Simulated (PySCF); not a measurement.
Species: CH6F2OSi2.
Geometry (PBE0-D3(BJ)/def2-SVP, Å), atoms numbered from 1 in this order:
```xyz
12
CH6F2OSi2 angstrom
F     -1.1469   -1.4278    0.9600
C     -1.7521   -0.6398    0.0263
F     -3.0062   -0.3458    0.4638
Si    -0.7537    0.9864   -0.1493
O      0.7944    0.5917   -0.5686
Si     2.1698   -0.1926   -0.0553
H     -1.8473   -1.2370   -0.9004
H     -0.8098    1.6799    1.1689
H     -1.3568    1.8197   -1.2233
H      2.5765    0.3207    1.2868
H      1.9255   -1.6617    0.0304
H      3.2460    0.0786   -1.0481
```

Computed with PBE0-D3(BJ)/def2-SVP geometry optimisation, gas phase in PySCF.

Masses are those of the commonest isotopes; rigid-rotor values at the optimised geometry. The values belong to one conformer with, in the numbering `[F:1][CH:2]([F:3])[SiH2:4][O:5][SiH3:6]`, F1–C2–Si4–O5 58°, C2–Si4–O5–Si6 -64°.

(1) What are A, B and C (cm⁻¹)?

(2) What kind of rotor is it?

(3) What does the inertial defect say?

(4) List the rotational levels J(Ka,Kc) to J = 4 (K).

(5) Predict some low-J microwave lines.

Results:

(1) Ia = 112.01, Ib = 426.45, Ic = 513.29 u·Å²; 505379 MHz·u·Å²/I gives 4512, 1185 and 984.6 MHz, that is A = 0.15050, B = 0.03953, C = 0.03284 cm⁻¹.

(2) An asymmetric top; Ray's κ = -0.886.

(3) Not planar: Δ = Ic − Ia − Ib = -25.17 u·Å². For a rigid frame Δ = −2 Σ m c², so Σ m c² = 12.59 u·Å² lies off the ab plane: 8.21 from hydrogen and 4.37 from heavier atoms. The atom farthest from that plane is 1.64 Å away.

(4) Above 0(0,0), as E/k:
J = 1: 1(0,1) 0.104, 1(1,1) 0.264, 1(1,0) 0.273
J = 2: 2(0,2) 0.312, 2(1,2) 0.462, 2(1,1) 0.491, 2(2,1) 0.970, 2(2,0) 0.971
J = 3: 3(0,3) 0.623, 3(1,3) 0.760, 3(1,2) 0.818, 3(2,2) 1.283, 3(2,1) 1.285, 3(3,1) 2.105, 3(3,0) 2.105
J = 4: 4(0,4) 1.035, 4(1,4) 1.157, 4(1,3) 1.253, 4(2,3) 1.699, 4(2,2) 1.705, 4(3,2) 2.523, 4(3,1) 2.523, 4(4,1) 3.673, 4(4,0) 3.673
Those of J = 1 are B + C, A + C and A + B.

(5) The dipole components are |μa| = 1.00 D, |μb| = 0.57 D, |μc| = 0.71 D. The squared components, which scale the intensities, stand as 1.00 : 0.32 : 0.51 (a : b : c). Some of the stronger lines:

```tsv
type	branch	J(Ka,Kc)	MHz	lower level (cm⁻¹)
c	Q	5(1,5) ← 5(0,5)	2167	1.076
c	Q	4(1,4) ← 4(0,4)	2533	0.719
c	R	1(1,0) ← 0(0,0)	5697	0.000
a	R	4(0,4) ← 3(0,3)	8592	0.433
c	Q	2(2,1) ← 2(1,1)	9980	0.341
a	R	5(1,5) ← 4(1,4)	10311	0.804
b	Q	2(2,1) ← 2(1,2)	10581	0.321
a	R	5(0,5) ← 4(0,4)	10677	0.719
b	Q	4(2,3) ← 4(1,4)	11299	0.804
a	R	5(1,4) ← 4(1,3)	11309	0.871
b	R	5(1,5) ← 4(0,4)	12844	0.719
b	Q	5(3,2) ← 5(2,3)	16916	1.552
b	Q	4(3,1) ← 4(2,2)	17034	1.185
c	R	5(2,3) ← 4(1,3)	20426	0.871
c	R	3(3,0) ← 2(2,0)	23640	0.675
b	Q	5(4,2) ← 5(3,3)	23965	2.116
b	R	4(3,2) ← 3(2,1)	25792	0.893
c	R	4(3,2) ← 3(2,2)	25835	0.891
b	R	4(3,1) ← 3(2,2)	25837	0.891
b	R	5(3,2) ← 4(2,3)	28047	1.181
c	R	4(4,0) ← 3(3,0)	32668	1.463
b	R	5(5,1) ← 4(4,0)	41692	2.553
```

Not checked by PBE0-D3(BJ)/def2-SVP frequencies. Constants of a rigid frame at the computed geometry: no zero-point averaging, no centrifugal distortion. A rigid rotor knows nothing of internal rotation, which can split or shift real lines.

Hardware: one thread, Arm Neoverse V1 (aarch64), shared host. Cost: 2.1 min, 0.52 GiB resident at most. That covers the optimisation of the geometry.
